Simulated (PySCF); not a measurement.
B(CCH)(H)(OH), SMILES C#CBO (PBE0/def2-SVP optimised geometry):

```
7

B      0.307    -0.714     0.000
C     -0.460     0.612     0.000
C     -1.019     1.693     0.000
H     -1.520     2.645     0.000
H      1.520    -0.714     0.000
O     -0.382    -1.873     0.000
H      0.193    -2.645     0.000
```

Calculation: PySCF with PBE0/def2-TZVP.

What are the frontier orbital energies and the dipole moment?

HOMO-2 -9.67 eV, HOMO-1 -8.36 eV, HOMO -8.09 eV, LUMO -1.25 eV, LUMO+1 0.25 eV; dipole moment 0.96 D.

On the same geometry PySCF 2.14.0 with PBE/def2-TZVP gives HOMO-2 -8.07 eV, HOMO-1 -7.16 eV, HOMO -6.85 eV, LUMO -2.21 eV, LUMO+1 -0.69 eV; dipole moment 0.92 D.

Meta-Löwdin charges at PBE0/def2-TZVP: B1 0.20, C2 -0.12, C3 -0.15, H4 0.18, H5 0.00, O6 -0.47, H7 0.36.
